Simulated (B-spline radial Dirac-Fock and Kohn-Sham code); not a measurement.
**Internal conversion coefficients of Pt at 1000 keV**

Z = 78 (platinum), transition energy 1000 keV. The computed values come from a radial finite-basis atomic code: a Dirac-Hartree-Slater potential of the neutral atom with a Latter tail (no hole, which puts coefficients of high multipoles low close above an edge), finite nucleus with surface currents. Subshells that would emit electrons below 1 keV are left out.

```
subshell  electron energy (keV)        E1        E3        M1        M4        M5
       K                 921.61   0.00179   0.00949    0.0109    0.0906     0.161
      L1                 986.12  0.000235   0.00146   0.00159    0.0169    0.0331
      L2                 986.73  1.64e-05  0.000710  0.000126   0.00331   0.00806
      L3                 988.44  1.23e-05  0.000134  1.20e-05   0.00164   0.00599
      M1                 996.70  5.27e-05  0.000338  0.000362   0.00402   0.00799
      M2                 996.97  4.15e-06  0.000184  3.22e-05  0.000867   0.00213
      M3                 997.36  3.22e-06  3.57e-05  3.15e-06  0.000453   0.00168
      M4                 997.80  1.85e-08  3.04e-07  2.03e-08  6.89e-06  3.08e-05
      M5                 997.88  3.33e-08  1.86e-07  2.89e-08  1.23e-06  8.75e-06
   total                          0.00213    0.0125    0.0132     0.119     0.224
```

Question: For a pure M4 transition, what fraction of decays emits a photon?

Answer: 1/(1 + α) = 0.893 with the total α = 0.119; the total includes the outer subshells that are not listed.
